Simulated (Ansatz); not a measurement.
Ansatz (a program for electronic structure) input (HF/STO-3G):

Ansatz 0.2 input:
```yaml
crystal:
  periodic: [false, false, false]
  atoms:
    - {symbol: C, position_ang: [-0.82887000, 0.04033900, 0.27540500]}
    - {symbol: C, position_ang: [0.65302600, -0.04629900, -0.02558100]}
    - {symbol: Cl, position_ang: [1.33388900, -1.61785500, 0.59742100]}
    - {symbol: Cl, position_ang: [1.54924600, 1.29747400, 0.81855200]}
    - {symbol: Cl, position_ang: [-1.54790100, -1.30891400, -0.83225800]}
    - {symbol: Cl, position_ang: [-1.33073600, 1.63090200, -0.60926900]}
    - {symbol: H, position_ang: [0.97858500, 0.00845700, -1.06452000]}
basis:
  gaussian:
    orbitals: STO-3G
hamiltonian:
  xc: {name: HF}
total_charge: -1
relax: {f_tol: 0.003, max_steps: 120}
```

Output:

```
Functional definition: HF
integrals: 0.01 GiB planned
627 factors; integrals over basis functions are off by at most 7.4e-6 eV
mean field: 0.14 GiB planned
mean field evaluation 1: about -51521.0420 eV, gradient 3.7e1 eV
mean field evaluation 2: about -51521.2531 eV, gradient 3.7e1 eV
mean field evaluation 4: about -51527.1942 eV, gradient 2.4e0 eV
mean field evaluation 8: about -51527.2704 eV, gradient 5.7e-5 eV
mean field -51527.26460402 eV, -1893.5920477632 hartree, gradient 8.6e-5 eV, S^2 0.000000; 0 other end points of the search recorded, 0 dependent functions left out
the calculation of the forces begins
reference -51527.26460402 eV, -1893.5920477632 hartree; 41, 41 occupied and 6, 6 virtual orbitals, 627 factors
relax step   1: F+E_penalty+E_count = -51527.26460402 eV  Δ(F+E_penalty+E_count) = +0.000e0 eV  max|allowed force component| = 1.892e0 eV/Å  Δτ_max = 0.0000 Å  (32 SCF iters, accepted)
these checks for a lower state are left out or cut short: starts, cluster_reference, orbital_swaps, neighbouring_geometries, increment
integrals: 0.01 GiB planned
627 factors; integrals over basis functions are off by at most 6.8e-6 eV
mean field: 0.14 GiB planned
mean field evaluation 16: about -51527.3715 eV, gradient 1.3e-4 eV
mean field -51527.37148794 eV, -1893.5959756749 hartree, gradient 2.3e-5 eV, S^2 0.000000; 0 other end points of the search recorded, 0 dependent functions left out
the calculation of the forces begins
reference -51527.37148794 eV, -1893.5959756749 hartree; 41, 41 occupied and 6, 6 virtual orbitals, 627 factors
relax step   2: F+E_penalty+E_count = -51527.37148794 eV  Δ(F+E_penalty+E_count) = -1.069e-1 eV  max|allowed force component| = 8.001e-1 eV/Å  Δτ_max = 0.0539 Å  (27 SCF iters, accepted)
these checks for a lower state are left out or cut short: starts, cluster_reference, orbital_swaps, neighbouring_geometries, increment
integrals: 0.01 GiB planned
627 factors; integrals over basis functions are off by at most 6.6e-6 eV
mean field: 0.14 GiB planned
mean field -51527.38727881 eV, -1893.5965559786 hartree, gradient 1.1e-5 eV, S^2 0.000000; 0 other end points of the search recorded, 0 dependent functions left out
the calculation of the forces begins
reference -51527.38727881 eV, -1893.5965559786 hartree; 41, 41 occupied and 6, 6 virtual orbitals, 627 factors
relax step   3: F+E_penalty+E_count = -51527.38727881 eV  Δ(F+E_penalty+E_count) = -1.579e-2 eV  max|allowed force component| = 2.115e-1 eV/Å  Δτ_max = 0.0332 Å  (29 SCF iters, accepted)
these checks for a lower state are left out or cut short: starts, cluster_reference, orbital_swaps, neighbouring_geometries, increment
integrals: 0.01 GiB planned
627 factors; integrals over basis functions are off by at most 6.5e-6 eV
mean field: 0.14 GiB planned
mean field evaluation 32: about -51527.3927 eV, gradient 9.6e-5 eV
mean field -51527.39270325 eV, -1893.5967553233 hartree, gradient 1.1e-5 eV, S^2 0.000000; 0 other end points of the search recorded, 0 dependent functions left out
the calculation of the forces begins
reference -51527.39270325 eV, -1893.5967553233 hartree; 41, 41 occupied and 6, 6 virtual orbitals, 627 factors
relax step   4: F+E_penalty+E_count = -51527.39270325 eV  Δ(F+E_penalty+E_count) = -5.424e-3 eV  max|allowed force component| = 1.770e-1 eV/Å  Δτ_max = 0.0229 Å  (28 SCF iters, accepted)
these checks for a lower state are left out or cut short: starts, cluster_reference, orbital_swaps, neighbouring_geometries, increment
integrals: 0.01 GiB planned
627 factors; integrals over basis functions are off by at most 6.6e-6 eV
mean field: 0.14 GiB planned
mean field -51527.39358650 eV, -1893.5967877820 hartree, gradient 9.9e-6 eV, S^2 0.000000; 0 other end points of the search recorded, 0 dependent functions left out
the calculation of the forces begins
reference -51527.39358650 eV, -1893.5967877820 hartree; 41, 41 occupied and 6, 6 virtual orbitals, 627 factors
relax step   5: F+E_penalty+E_count = -51527.39358650 eV  Δ(F+E_penalty+E_count) = -8.832e-4 eV  max|allowed force component| = 4.085e-2 eV/Å  Δτ_max = 0.0083 Å  (29 SCF iters, accepted)
these checks for a lower state are left out or cut short: starts, cluster_reference, orbital_swaps, neighbouring_geometries, increment
integrals: 0.01 GiB planned
627 factors; integrals over basis functions are off by at most 6.6e-6 eV
mean field: 0.14 GiB planned
mean field -51527.39367364 eV, -1893.5967909844 hartree, gradient 1.0e-5 eV, S^2 0.000000; 0 other end points of the search recorded, 0 dependent functions left out
the calculation of the forces begins
reference -51527.39367364 eV, -1893.5967909844 hartree; 41, 41 occupied and 6, 6 virtual orbitals, 627 factors
relax step   6: F+E_penalty+E_count = -51527.39367364 eV  Δ(F+E_penalty+E_count) = -8.714e-5 eV  max|allowed force component| = 2.835e-3 eV/Å  Δτ_max = 0.0019 Å  (30 SCF iters, accepted)
integrals: 0.01 GiB planned
627 factors; integrals over basis functions are off by at most 6.6e-6 eV
mean field: 0.14 GiB planned
mean field evaluation 64: about -51527.3901 eV, gradient 7.6e-1 eV
mean field -51527.39367364 eV, -1893.5967909844 hartree, gradient 1.0e-5 eV, S^2 0.000000; 1 other end points of the search recorded, 0 dependent functions left out
the calculation of the forces begins
reference -51527.39367364 eV, -1893.5967909844 hartree; 41, 41 occupied and 6, 6 virtual orbitals, 627 factors
Total energy: -51527.39367364 eV, -1893.5967909844 hartree
Atom 0 at    -0.890525     0.041131     0.325007 Å, force     0.001213    -0.000116     0.000353 eV/Å
Atom 1 at     0.667448    -0.048163    -0.015056 Å, force     0.001079    -0.000295     0.002835 eV/Å
Atom 2 at     1.366474    -1.631933     0.598272 Å, force    -0.000729     0.000556    -0.000634 eV/Å
Atom 3 at     1.583527     1.306351     0.821145 Å, force    -0.000795    -0.000342    -0.000702 eV/Å
Atom 4 at    -1.549724    -1.323168    -0.862259 Å, force    -0.000141     0.000166    -0.000448 eV/Å
Atom 5 at    -1.330124     1.649607    -0.636770 Å, force    -0.000159    -0.000074    -0.000466 eV/Å
Atom 6 at     0.960163     0.010278    -1.070589 Å, force    -0.000468     0.000106    -0.000939 eV/Å
Dipole moment:     0.785550    -0.050718    -0.096390 e Å
```

The dipole moment of an ion depends on the origin.

The geometry given is a B3LYP-D3(BJ)/def2-TZVP minimum.
